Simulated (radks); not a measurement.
Values are calculated unless marked as measured or tabulated.
Spin polarisation of the 4d1 shell in Zr3+. Start: [Kr] 4d(up 0.5, down 0.5); electrons of 4d are moved from spin down to spin up, other shells keep equal spins. Code: a radial shooting solver on a logarithmic mesh with Libxc functionals. Model: scalar-relativistic Kohn-Sham, PBE, spin-polarised, spherical densities, finite nucleus; Fermi nuclear charge, rms radius of each element as measured or else 0.836 A^(1/3) + 0.57 fm.

moment (Bohr magnetons)  E - E(0) (eV)  e(4d up) (eV)  e(4d down) (eV)  4p down minus up (eV)  4s down minus up (eV)  3d down minus up (eV)
0                                0.000        -28.202          -28.202                 0.000                  0.000                 0.000
0.25                            -0.014        -28.310          -28.090                  0.195                  0.169                  0.023
0.5                             -0.055        -28.414          -27.971                  0.390                  0.339                  0.047
0.75                            -0.125        -28.514          -27.846                  0.586                  0.508                  0.070
1                               -0.223        -28.612          -27.707                  0.782                  0.678                  0.094

At moment 1 the spin-polarisation energy is -0.223 eV and the 4d exchange splitting 0.905 eV, that is 0.905 eV per Bohr magneton; E = -I m^2/4 would give I = 0.891 eV.
